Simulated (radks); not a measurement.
Results of a calculation; reference values are marked as such.
Bi LXII, 22 electrons, occupied as [Ar] 3d4. Code: a radial shooting solver on a logarithmic mesh with Libxc functionals. Model: scalar-relativistic Kohn-Sham, r2SCAN, spin-polarised, spherical densities, finite nucleus; open shells are filled with parallel spins first (spin-orbit coupling, left out, can overturn this in heavy ions); meta-GGA in the generalised Kohn-Sham scheme; Fermi nuclear charge, rms radius 5.5211 fm. Some entries of the table are withheld. Estimate them.

orbital,occ.,eigenvalue (Ry),<r^2> (bohr^2),r(max) (bohr)
1s up,1,-6990.774,0.0003463,0.009660
1s down,1,-6990.770,0.0003463,0.009660
2s up,1,-1515.890,0.005184,0.05605
2s down,1,-1513.536,0.005172,0.05601
2p up,3,-1343.479,(1),0.04676
2p down,3,-1341.574,(2),0.04671
3s up,1,-573.6496,0.03061,0.1540
3s down,1,-571.1093,0.03075,0.1542
3p up,3,-523.3669,(3),(4)
3p down,3,-520.7784,(5),(6)
3d up,4,-479.5668,0.02468,0.1231
3d down,0,-476.1560,0.02485,0.1234

Answer. 
(1) 2p up <r^2> (bohr^2): 0.004420
(2) 2p down <r^2> (bohr^2): 0.004406
(3) 3p up <r^2> (bohr^2): 0.03098
(4) 3p up r(max) (bohr): 0.1532
(5) 3p down <r^2> (bohr^2): 0.03114
(6) 3p down r(max) (bohr): 0.1534
